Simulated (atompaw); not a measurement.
# u(r) = r·R(r): atom against pseudo-atom (Ta)

Columns: radius, all-electron u(r) and pseudo u(r) of the 5p shell (level -40.93 eV) of tantalum in the configuration [Kr] 4d10 4f14 5s2 5p6 5d3 6s1 6p1; PBE, scalar-relativistic, PAW (atompaw) scheme, atompaw 4.2.0.5.

```
r (bohr)  all-electron  pseudo
   0.106        0.2071  0.0087
   0.212        0.1300  0.0343
   0.317       -0.4167  0.0751
   0.423       -0.4950  0.1301
   0.529       -0.2035  0.1960
   0.635        0.1917  0.2695
   0.740        0.5375  0.3459
   0.846        0.7893  0.4222
   0.952        0.9414  0.4932
   1.058        1.0104  0.5548
   1.163        1.0178  0.6027
   1.269        0.9829  0.6354
   1.375        0.9213  0.6507
   1.481        0.8450  0.6487
   1.587        0.7622  0.6306
   1.692        0.6797  0.5989
   1.798        0.5995  0.5561
   1.904        0.5246  0.5054
   2.010        0.4561  0.4500
   2.115        0.3950  0.3941
   2.221        0.3402  0.3402
   2.327        0.2920  0.2920
   2.433        0.2498  0.2498
   2.538        0.2136  0.2136
   2.644        0.1819  0.1819
   2.750        0.1546  0.1546
```

Q: How many radial nodes do the two functions have?

A: The all-electron 5p function has n − l − 1 = 3 (the table is too coarse to show those close to the nucleus); the pseudo-wave has 0, since the states of the same l below it are removed with the core.

Q: At about which radius was the pseudo-wave matched?

A: 2.25 bohr, where the columns begin to agree (steps of 0.11 bohr).

Q: Is the pseudo-wave norm-conserving?

A: No, it belongs to a PAW set: the norm inside the radius is not constrained, and the difference is carried by the augmentation charge.
